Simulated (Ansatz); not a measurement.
`[AlH2][C]1(Cl)C[SiH2]1`, relaxed with RKS PBE0-D4/def2-TZVP in Ansatz 0.2.0 from a PBE-D4/def2-SVP geometry. The force threshold is 0.005 eV/Å; the program also tests the step.

Charge 0, multiplicity 1.

Start:

```xyz
11

Al    0.021    1.726   -1.138
C    -0.141    0.209    0.107
Cl   -1.122    1.530    1.070
C    -0.710   -1.189    0.012
Si    0.969   -1.062    0.891
H    -1.068    1.859   -2.299
H     1.286    2.688   -1.001
H    -0.932   -1.598   -0.991
H    -1.481   -1.467    0.757
H     2.281   -1.351    0.236
H     0.897   -1.343    2.356
```

| step | energy (eV) | largest force (eV/Å) | largest move (Å) |
| --- | --- | --- | --- |
| 1 | -29156.0241 | 0.594 | 0.000 |
| 2 | -29156.0679 | 0.329 | 0.026 |
| 3 | -29156.0819 | 0.162 | 0.029 |
| 4 (rejected) | -29156.0794 | 0.278 | 0.048 |
| 5 | -29156.0840 | 0.027 | 0.023 |
| 6 | -29156.0845 | 0.034 | 0.016 |
| 7 | -29156.0846 | 0.036 | 0.017 |
| 8 | -29156.0848 | 0.008 | 0.012 |
| 9 | -29156.0849 | 0.005 | 0.004 |
| 10 | -29156.0849 | 0.003 | 0.001 |

End:

```xyz
11

Al    0.013    1.716   -1.130
C    -0.110    0.214    0.102
Cl   -1.064    1.469    1.071
C    -0.691   -1.187    0.011
Si    0.944   -1.070    0.888
H    -1.097    1.843   -2.253
H     1.251    2.692   -1.004
H    -0.867   -1.585   -0.984
H    -1.504   -1.417    0.699
H     2.233   -1.408    0.250
H     0.893   -1.267    2.350
```

Hardware: 4 threads of an AMD EPYC 7B13 on a shared host. Wall time 36 s, peak host memory 0.67 GiB.
